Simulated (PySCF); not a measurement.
## TDDFT excited states: C4H12SSi

Compound: C4H12SSi.
InChI=1S/C4H12SSi/c1-5-3-2-4-6/h2-4H2,1,6H3

Method: TDDFT B3LYP/def2-SVPD, vertical, gas phase, core orbitals frozen in the response (PySCF). Geometry: GFN2-xTB, one conformer, isolated molecule. Torsions of this conformer, `[CH3:1][S:2][CH2:3][CH2:4][CH2:5][SiH3:6]`: C1–S2–C3–C4 -72°, S2–C3–C4–C5 -175°, C3–C4–C5–Si6 180°.

```json
{"state": "S1", "E (eV)": "5.25", "E (hartree)": "0.1930", "f": "0.0002", "main configurations (H = HOMO, L = LUMO)": "H→L+1 (71%), H→L (22%)"}
{"state": "S2", "E (eV)": "5.48", "E (hartree)": "0.2014", "f": "0.0044", "main configurations (H = HOMO, L = LUMO)": "H→L (68%), H→L+1 (25%)"}
{"state": "S3", "E (eV)": "5.87", "E (hartree)": "0.2157", "f": "0.030", "main configurations (H = HOMO, L = LUMO)": "H→L+3 (80%)"}
{"state": "S4", "E (eV)": "6.10", "E (hartree)": "0.2241", "f": "0.014", "main configurations (H = HOMO, L = LUMO)": "H→L+2 (56%), H→L+4 (37%)"}
{"state": "S5", "E (eV)": "6.35", "E (hartree)": "0.2332", "f": "0.011", "main configurations (H = HOMO, L = LUMO)": "H→L+4 (52%), H→L+2 (20%), H→L+5 (11%)"}
{"state": "S6", "E (eV)": "6.41", "E (hartree)": "0.2357", "f": "0.0026", "main configurations (H = HOMO, L = LUMO)": "H→L+5 (56%), H→L+7 (15%), H→L+2 (12%)"}
{"state": "S7", "E (eV)": "6.75", "E (hartree)": "0.2481", "f": "0.012", "main configurations (H = HOMO, L = LUMO)": "H→L+8 (46%), H→L+6 (28%), H→L+5 (12%)"}
{"state": "S8", "E (eV)": "6.79", "E (hartree)": "0.2496", "f": "0.033", "main configurations (H = HOMO, L = LUMO)": "H→L+7 (59%), H→L+8 (28%), H→L+5 (8%)"}
```

Triplets, Tamm–Dancoff:

```json
{"state": "T1", "E (eV)": "4.91", "λ (nm)": "252.7", "main configurations (H = HOMO, L = LUMO)": "H→L+1 (70%), H→L (13%)"}
{"state": "T2", "E (eV)": "5.38", "λ (nm)": "230.5", "main configurations (H = HOMO, L = LUMO)": "H→L (66%), H→L+1 (16%)"}
{"state": "T3", "E (eV)": "5.58", "λ (nm)": "222.2", "main configurations (H = HOMO, L = LUMO)": "H→L+3 (64%), H→L+4 (16%)"}
```

The lowest singlet lies at 5.25 eV (236 nm, ultraviolet) and is dark (f under 0.0005); its leading configuration is HOMO→LUMO+1 (71%). The strongest level in the table is S8 at 6.79 eV (183 nm, f = 0.033). It is the last of those listed, so stronger ones may follow. Löwdin shares by element: HOMO sulfur 70%, carbon 18% or more; LUMO silicon 25%, carbon 18% or more, sulfur 9% (atoms not listed hold the other 47%). Orbital energies (eV): HOMO-3 -9.31, HOMO-2 -8.86, HOMO-1 -8.13, HOMO -6.06, LUMO 0.09, LUMO+1 0.33, LUMO+2 0.69. The oscillator strengths of these states sum to 0.107; summed over the whole spectrum of an exact calculation they would give the number of electrons, 66 (Thomas–Reiche–Kuhn). The listed states span 1.54 eV, and the widest gap between neighbours is 0.39 eV (S2 to S3). Only the lowest 8 singlets were computed, as vertical energies without vibronic structure.
